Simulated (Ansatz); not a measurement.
`[O]=[V]([OH])([OH])[F]` + HCl → `[O]=[V]([OH])([F])[Cl]` + H₂O at 500 K and 1 bar (ligand exchange at a V–O bond).

Calculated with Ansatz (gas phase, PBE0-D4/def2-TZVP geometries, no zero-point term in ΔE). CBS: MP2 limit from def2 TZ/QZ plus the TZ coupled-cluster correction, frozen cores. This one scheme is used for every species. For V outer-core shells are correlated without core-valence functions, which leaves a few kJ/mol of doubt a bond. Scalar relativity is left out up to krypton. One conformer a species, not always the lowest.

```tsv
species	CCSD(T)/CBS energy (Eh)	H − E (kJ/mol)	S (J/(mol·K))
`[O]=[V]([OH])([OH])[F]`	-1270.13585	129.6	384.8
HCl	-460.38127	32.5	201.9
`[O]=[V]([OH])([F])[Cl]`	-1654.14507	95.4	385.4
H₂O	-76.37941	73.2	206.3
```

H − E and S are ideal-gas, rigid-rotor, harmonic terms from PBE0-D4/def2-TZVP, for one conformer and one mirror image of each species. 1 Eh = 2625.50 kJ/mol, R = 8.31446 J/(mol·K).

Task: By hand: ΔE, ΔH, ΔS and ΔG.

Result: ΔE = (-1654.14507) + (-76.37941) − (-1270.13585) − (-460.38127) = -0.00736 Eh = -19.3 kJ/mol. Δ(H − E) = 95.4 + 73.2 − 129.6 − 32.5 = 6.5, so ΔH = -12.8 kJ/mol. ΔS = 385.4 + 206.3 − 384.8 − 201.9 = 5.0 J/(mol·K). ΔG = -12.8 − 500 × (5.0)/1000 = -15.3 kJ/mol.

Task: By hand: the equilibrium constant, and the temperature at which ΔG would vanish if ΔH and ΔS stayed fixed.

Result: log₁₀ K = −ΔG/(RT ln 10) = 1.6. ΔH and −TΔS have one sign here, so there is no such temperature. One of them is within its doubt of zero, so this could turn.

The number of gas molecules stays the same, so ΔS is small and ΔH decides. A doubt of 5 kJ/mol in ΔE shifts log₁₀ K by 0.5 here. Other conformers and mirror images would add mixing entropy, several J/(mol·K) or more a flexible species. These are equilibria of isolated gas molecules and say nothing of rates. Largest T1 diagnostic: 0.032 (customary marks: 0.02 for closed shells, 0.045 for open ones).
